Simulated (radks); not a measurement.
Q: Lu3+, configuration [Xe] 4f14. All-electron calculation, non-relativistic Kohn-Sham, BLYP, spin-unpolarised, spherical densities, point nucleus; relativity is left out, which matters for an element this heavy. Program: a radial shooting solver on a logarithmic mesh with Libxc functionals. Some entries of the table are withheld. Estimate them.

orbital  occ.  eigenvalue (eV)  r(max) (bohr)
1s          2        -58497.82        0.01416
2s          2        -9540.576            (1)
2p          6        -9127.908        0.06001
3s          2        -2162.744         0.2130
3p          6        -1973.524         0.2009
3d         10        -1620.741         0.1590
4s          2              (2)         0.4816
4p          6        -359.9274         0.4837
4d         10        -219.7249         0.4831
5s          2         -76.6542          1.134
5p          6         -55.6380          1.235
4f         14         -41.2578         0.4608

A: 
(1) 2s r(max) (bohr): 0.07725
(2) 4s eigenvalue (eV): -437.3687
